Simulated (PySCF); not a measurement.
## Correlation energy of Ca (calcium, neutral)

[Ar] 4s1 5s1, 5s spin antiparallel (an excited configuration). All numbers are calculated (PySCF 2.14, scalar relativity by spin-free X2C-1e, in aug-cc-pVTZ-X2C (7s6p4d2f, 59 functions)). Frozen: [Ar]; 2 electrons correlated.

Total MP2 correlation energy: -20.16 mhartree.

Same-spin part 0.00 and opposite-spin part -20.16 mhartree; SCS-MP2 scales them by 1/3 and 6/5 to -24.20 mhartree.
